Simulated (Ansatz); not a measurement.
System: OsO, net charge 0, triplet state. The spin state was set by rule; other spins were not relaxed. 
Coordinates optimised at B3LYP-D3(BJ)/def2-TZVP (Ansatz, a program for electronic structure):
```xyz
2

Os     0.0000     0.0000    -0.1587
O      0.0000     0.0000     1.5078
```
Charge 0, spin multiplicity 3.

Task: Give the harmonic wavenumbers at B3LYP-D3(BJ)/def2-TZVP (Ansatz, finite differences of forces, unscaled).

Result: 1050 cm⁻¹. Zero-point energy 1.5 kcal/mol.

Task: From these and the geometry, give the ideal-gas thermochemistry at 298.15 K and 1 atm (rigid rotor, harmonic oscillator).

Result: Point group C∞v, rotational symmetry number 1. Rotational constants 12.33, 12.33 GHz. S(trans) 41.88, S(rot) 14.35, S(vib) 0.08, S(elec, spin only) 2.18, S 58.5 cal/(mol K). H(298) - H(0) 2.09 kcal/mol; G - E(el) -13.8 kcal/mol.
